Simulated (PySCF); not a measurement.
PySCF input file for C4H9O, SMILES C(CC)C[O], multiplicity 2, C-PCM-M06-2X/def2-SVP. Coordinates come from a TPSSh-D3(BJ)/def2-SVP optimisation. The isomer is the one that the SMILES or the coordinates give; other isomers of the formula were not compared. The values are those of a single conformer.

```python
import numpy as np
from pyscf import gto, scf, dft
from pyscf.solvent import pcm

mol = gto.M(
    atom='''
    C     2.35188895   -0.11724300    0.02446277
    C     0.88590832   -0.46762694   -0.22631357
    C    -0.05385501    0.73426618   -0.11638546
    C    -1.53175599    0.34657216   -0.23934161
    O    -1.97484103   -0.57166952    0.66562270
    H     2.71463621    0.63227013   -0.69858612
    H     2.49191153    0.30147074    1.03473347
    H     2.99644369   -1.00597978   -0.06218931
    H     0.54888065   -1.23084841    0.49498713
    H     0.77777473   -0.92159940   -1.22845325
    H     0.09134711    1.23341272    0.85822179
    H     0.18129213    1.48576245   -0.89136875
    H    -2.20000840    1.23815172   -0.25326345
    H    -1.71666702   -0.13509442   -1.23359582
    ''',
    basis='def2-SVP',
    charge=0,
    spin=1,
    max_memory=1600,
    verbose=3,
)
mf = dft.UKS(mol, xc='m06-2x').density_fit(auxbasis='def2-universal-jkfit')
mf.grids.level = 4
mf.conv_tol = 1e-9
mf.max_cycle = 100
mf.kernel()
fine, coarse = mf.grids, dft.Grids(mol).set(level=1).build(with_non0tab=True)
for _ in range(3):  # follow internal instabilities
    mf.grids = coarse
    mo, _, stable, _ = mf.stability(return_status=True, nroots=4)
    mf.grids = fine
    if stable:
        break
    mf.kernel(mf.make_rdm1(mo, mf.mo_occ))
res = {}
for name, eps in {'water': 78.355, 'chloroform': 4.7113, 'N,N-dimethylformamide': 37.219}.items():
    s = mf.PCM()
    s.with_solvent.method, s.with_solvent.eps, s.with_solvent.lebedev_order = 'C-PCM', eps, 29
    s.kernel(mf.make_rdm1())
    res[name] = (s.e_tot, eps, s.dip_moment(), s.mo_energy, s.converged)
    print(f'{name}: electrostatic solvation free energy {(s.e_tot - mf.e_tot) * 627.509474:.3f} kcal/mol')
```

Log of the run:

```

WARN: HOMO -0.315449796895457 >= LUMO -0.315449796895456

converged SCF energy = -232.695834628002  <S^2> = 0.75352639  2S+1 = 2.0035233
<class 'pyscf.df.df_jk.DFUKS'> wavefunction is stable in the internal stability analysis

WARN: PCM is an experimental feature. It is still in testing.
Features and APIs may be changed in the future.

converged SCF energy = -232.700706333185  <S^2> = 0.75361593  2S+1 = 2.0036127
Dipole moment(X, Y, Z, Debye):  0.76192,  1.51433, -1.75139
water: electrostatic solvation free energy -3.057 kcal/mol

WARN: PCM is an experimental feature. It is still in testing.
Features and APIs may be changed in the future.

converged SCF energy = -232.699586391902  <S^2> = 0.75359228  2S+1 = 2.0035891
Dipole moment(X, Y, Z, Debye):  0.74769,  1.42179, -1.63726
chloroform: electrostatic solvation free energy -2.354 kcal/mol

WARN: PCM is an experimental feature. It is still in testing.
Features and APIs may be changed in the future.

converged SCF energy = -232.700624272606  <S^2> = 0.75361414  2S+1 = 2.0036109
Dipole moment(X, Y, Z, Debye):  0.76088,  1.50736, -1.74275
N,N-dimethylformamide: electrostatic solvation free energy -3.006 kcal/mol
```

The run converged.
